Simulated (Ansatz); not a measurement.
Ca2Se2⁺. Charge 1, multiplicity 2. Geometry PBE0-D4/def2-SVP, that of the neutral singlet; atoms count from 1.

Cartesian coordinates in Å:
```
Ca 0.2950 -1.1160 -1.2126
Ca -0.2957 1.1152 1.2131
Se 1.5701 -0.7775 1.0975
Se -1.5693 0.7782 -1.0980
```

The structure comes from a short search, and lower isomers may exist.

(1) Estimate the Mulliken populations from the PBE0/def2-TZVP orbitals of Ansatz.

(2) Where does the spin sit?

(3) And the Mayer bond orders between bonded heavy atoms (over 0.3)?

Answers

(1) 
```json
{"atom": "Ca1", "charge (e)": "1.18", "spin (α − β)": "-0.04"}
{"atom": "Ca2", "charge (e)": "1.18", "spin (α − β)": "-0.04"}
{"atom": "Se3", "charge (e)": "-0.68", "spin (α − β)": "0.54"}
{"atom": "Se4", "charge (e)": "-0.68", "spin (α − β)": "0.54"}
```
Mulliken values and Mayer orders depend strongly on the basis.

(2) Summed by element: Ca -0.08, Se 1.08, of 1 unpaired in all. Largest on single atoms: Se3 0.54, Se4 0.54, Ca1 -0.04.

(3) Ca1–Se3 0.70 (2.66 Å); Ca1–Se4 0.70 (2.66 Å); Ca2–Se3 0.70 (2.66 Å); Ca2–Se4 0.70 (2.66 Å). Values over 0.3 also appear between atoms too far apart for a bond (Se3–Se4 0.31 at 4.13 Å); they arise where an orbital or an unpaired electron spreads over both atoms.
